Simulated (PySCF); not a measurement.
**Worked example: entropy of an ideal gas**

C3H5N2, SMILES c1c[nH][nH+]c1, charge +1.

The structure is a stationary point at PBE-D3(BJ)/def2-SVP. The isomer is the one that the SMILES or the coordinates give; other isomers of the formula were not compared.

PBE-D3(BJ)/def2-SVP (PySCF 2.14.0) gives the harmonic wavenumbers 481, 567, 606, 627, 769, 874, 878, 914, 916, 1038, 1041, 1105, 1183, 1217, 1290, 1435, 1468, 1520, 1544, 3205, 3209, 3225, 3515, 3526 cm⁻¹ and the rotational temperatures 0.4377, 0.4301, 0.2169 K. The molar mass is 69.09 g/mol, the symmetry number 2, the spin multiplicity 1.

Task: Work out the entropy at 298.15 K and 1 atm in the rigid-rotor, harmonic-oscillator model.

Result: 
Translation (Sackur–Tetrode at 1 atm): S = R[1.5 ln M + 2.5 ln T − 1.16487] = 161.6 J/(mol K).
Rotation: q = (√π/σ) T^1.5/√(θA θB θC) = 22600, S = R[ln q + 3/2] = 95.8 J/(mol K).
Vibration: with u = 1.4388 ν/T, each mode gives R[u/(e^u − 1) − ln(1 − e^−u)]:
| ν (cm⁻¹) | modes | u | S (J/(mol K)) |
|---|---|---|---|
| 481 | 1 | 2.32 | 2.96 |
| 567 | 1 | 2.74 | 2.13 |
| 606 | 1 | 2.92 | 1.84 |
| 627 | 1 | 3.03 | 1.70 |
| 769 | 1 | 3.71 | 0.98 |
| 874 | 1 | 4.22 | 0.65 |
| 878 | 1 | 4.24 | 0.64 |
| 914 | 1 | 4.41 | 0.55 |
| 916 | 1 | 4.42 | 0.55 |
| 1038 | 1 | 5.01 | 0.34 |
| 1041 | 1 | 5.02 | 0.33 |
| 1105 | 1 | 5.33 | 0.26 |
| 1183 | 1 | 5.71 | 0.19 |
| 1217 | 1 | 5.87 | 0.16 |
| 1290 | 1 | 6.23 | 0.12 |
| 1435 | 1 | 6.92 | 0.06 |
| 1468 | 1 | 7.08 | 0.06 |
| 1520 | 1 | 7.34 | 0.05 |
| 1544 | 1 | 7.45 | 0.04 |
The stiffer modes add less than 0.005 each. Sum 13.6 J/(mol K).
Spin: R ln 1 = 0.0 J/(mol K).
Total 271.0 J/(mol K); the program's own thermochemistry gives 271.0. Translation makes up 60 % and vibration 5 %. Anharmonicity, hindered rotation and orbital degeneracy are left out.
